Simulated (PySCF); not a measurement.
C₂H₅F₂NSi, SMILES F[SiH](F)/N=C/C. Atoms are numbered in the order given.

```xyz
11

C     -3.0087    -0.2399    -0.2015
C     -1.5941    -0.0647     0.2352
N     -0.6374     0.1668    -0.5743
Si     1.0114     0.3721    -0.1370
F      1.8730    -0.8111    -0.8131
F      1.2309     0.2331     1.4639
H     -3.3790    -1.2290     0.1187
H     -3.6526     0.5028     0.3005
H     -3.0975    -0.1403    -1.2915
H     -1.4297    -0.1532     1.3349
H      1.5430     1.6711    -0.5836
```

Coordinates come from a r2SCAN-D4/def2-SVP optimisation. The structure was generated by enumeration; whether it is a known compound was not checked. One conformer was computed; it need not be the lowest.

These are TDA-PBE/def2-SVPD in PySCF values and carry that method's errors.

Vertical excitations. The molecule is in vacuum.

Question: Give excitation energies, oscillator strengths and character. (An estimate is asked for; the answer gives what the named calculation found.)

Answer: 
```json
[
 {"state": "S1", "energy (eV)": "4.14", "λ (nm)": "300", "f": "0.001", "main pairs": "HOMO→LUMO 100 %"},
 {"state": "S2", "energy (eV)": "6.17", "λ (nm)": "201", "f": "0.042", "main pairs": "HOMO→LUMO+1 98 %"},
 {"state": "S3", "energy (eV)": "6.58", "λ (nm)": "188", "f": "0.041", "main pairs": "HOMO−2→LUMO 80 %, HOMO−1→LUMO 16 %"},
 {"state": "S4", "energy (eV)": "6.79", "λ (nm)": "182", "f": "0.005", "main pairs": "HOMO→LUMO+2 53 %, HOMO→LUMO+3 42 %"},
 {"state": "S5", "energy (eV)": "6.83", "λ (nm)": "182", "f": "0.014", "main pairs": "HOMO→LUMO+3 55 %, HOMO→LUMO+2 40 %"},
 {"state": "S6", "energy (eV)": "7.35", "λ (nm)": "169", "f": "0.029", "main pairs": "HOMO→LUMO+4 47 %, HOMO−3→LUMO 30 %"},
 {"state": "S7", "energy (eV)": "7.37", "λ (nm)": "168", "f": "0.047", "main pairs": "HOMO−3→LUMO 47 %, HOMO→LUMO+4 46 %"},
 {"state": "S8", "energy (eV)": "7.46", "λ (nm)": "166", "f": "0.067", "main pairs": "HOMO−4→LUMO 40 %, HOMO→LUMO+5 28 %, HOMO−3→LUMO 19 %, HOMO−1→LUMO 7 %"},
 {"state": "S9", "energy (eV)": "7.49", "λ (nm)": "165", "f": "0.021", "main pairs": "HOMO→LUMO+5 66 %, HOMO−4→LUMO 30 %"},
 {"state": "S10", "energy (eV)": "7.65", "λ (nm)": "162", "f": "0.260", "main pairs": "HOMO−5→LUMO 45 %, HOMO−1→LUMO 22 %, HOMO−4→LUMO 11 %"},
 {"state": "T1", "energy (eV)": "3.58", "λ (nm)": "346", "f": "0", "main pairs": "HOMO→LUMO 100 %"},
 {"state": "T2", "energy (eV)": "5.06", "λ (nm)": "245", "f": "0", "main pairs": "HOMO−1→LUMO 94 %"},
 {"state": "T3", "energy (eV)": "5.95", "λ (nm)": "208", "f": "0", "main pairs": "HOMO→LUMO+1 99 %"},
 {"state": "T4", "energy (eV)": "6.38", "λ (nm)": "194", "f": "0", "main pairs": "HOMO−2→LUMO 95 %"}
]
```
Triplets are in the Tamm–Dancoff approximation.
